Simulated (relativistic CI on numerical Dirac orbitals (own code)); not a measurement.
Pd4+: resonant inelastic scattering at the M2,3 edge

Computed with this model: Dirac-Coulomb-Breit CI, orbitals from a KLI potential per configuration, a model potential for QED, valence Slater integrals scaled by 0.7, Kramers-Heisenberg scattering through one core-hole configuration in a parametric crystal field; configurations [Kr] 4d6 → [Ne] 3s2 3p5 3d10 4s2 4p6 4d7; 300 K; core-hole width 1.2 eV; summed over polarisations. Incident energies are the highest absorption maxima for each field (at most a few, so the weaker spin-orbit partner edge can be absent), on the computed scale of the free ion. Intensities are in per cent of the strongest line above 0.02 eV; levels within 1 cm⁻¹ are merged; final levels count from the ground level, the first row holds all elastic scattering, lines under 0.4 are left out and each table stops after 24 rows. The scale of the Slater integrals is a model choice and moves the terms in proportion.

Field parameters in Wybourne normalisation: Oh B⁴₀ = 21Dq, B⁴₄ = √(5/14) B⁴₀. The field is a parameter set, without covalency.

S is read from ⟨S²⟩ = S(S + 1).

Oh, 10Dq = 7250 cm⁻¹:

| Final level (eV) | Degeneracy | Irrep | S | 539.7 eV | 567.8 eV |
| --- | --- | --- | --- | --- | --- |
| 0.000 | 3 | T2 | 1.98 | 1078.0 | 53.9 |
| 0.057 | 2 | E | 1.95 | 46.4 | 7.3 |
| 0.082 | 3 | T1 | 1.96 | 52.3 | 10.0 |
| 0.136 | 1 | A1 | 1.92 | 37.0 | 4.2 |
| 0.238 | 3 | T1 | 1.97 | 84.1 | 25.2 |
| 0.259 | 3 | T2 | 1.95 | 100.0 | 21.1 |
| 1.027 | 1 | A1 | 0.77 | 4.3 | 6.0 |
| 1.057 | 2 | E | 1.88 | 6.2 | 1.1 |
| 1.067 | 3 | T2 | 1.92 | 12.4 | 7.3 |
| 1.081 | 1 | A2 | 1.97 | 1.9 | 3.9 |
| 1.086 | 3 | T1 | 1.93 | 13.9 | 2.6 |
| 1.101 | 1 | A1 | 1.93 | 1.0 | 0.9 |
| 1.240 | 2 | E | 1.11 | 11.5 | 4.4 |
| 1.298 | 3 | T2 | 1.11 | 11.9 | 5.5 |
| 1.419 | 3 | T1 | 1.02 | 17.2 | 20.1 |
| 1.592 | 3 | T1 | 0.98 | 3.6 | 3.1 |
| 1.681 | 2 | E | 1.04 | 15.6 | 14.8 |
| 1.744 | 3 | T2 | 1.01 | 6.9 | 4.6 |
| 1.747 | 1 | A2 | 0.99 | 0.8 | 0.9 |
| 1.925 | 1 | A1 | 0.62 | 0.5 | 0.3 |
| 1.983 | 3 | T1 | 0.84 | 7.2 | 8.3 |
| 2.003 | 2 | E | 0.98 | 4.0 | 2.0 |
| 2.069 | 3 | T2 | 0.99 | 9.4 | 5.6 |
| 2.134 | 3 | T1 | 0.95 | 14.7 | 16.1 |

Oh, 10Dq = 16350 cm⁻¹:

```tsv
Final level (eV)	Degeneracy	Irrep	S	539.9 eV
0.000	1	A1	0.30	484.0
0.790	2	E	1.59	1.9
0.843	3	T2	1.72	17.2
0.847	3	T1	1.67	32.4
0.947	3	T2	1.73	10.0
0.977	1	A1	1.71	14.8
1.049	3	T1	1.89	5.0
1.244	2	E	1.47	4.5
1.384	3	T2	1.66	3.9
1.492	3	T1	1.41	41.2
1.616	3	T1	1.06	100.0
1.675	1	A1	1.28	9.6
1.704	2	E	1.06	12.7
1.817	3	T2	1.02	27.0
2.032	3	T1	0.44	67.4
2.858	3	T2	1.09	55.3
2.889	3	T1	1.48	2.1
2.951	3	T2	0.93	16.5
3.072	3	T2	1.32	12.4
3.191	3	T2	1.11	0.8
3.222	1	A1	1.36	0.9
3.279	3	T1	1.09	2.3
3.282	2	E	1.04	0.8
3.410	3	T2	1.11	2.0
```

For the first field the strongest loss at the lowest incident energy is the level at 0.26 eV (S = 1.95, against 1.98 in the thermal ground state). Levels of other spin, the first over 8 % at 1.24 eV, appear because spin-orbit coupling of the core hole, and in heavier ions of the valence shell too, mixes spins.
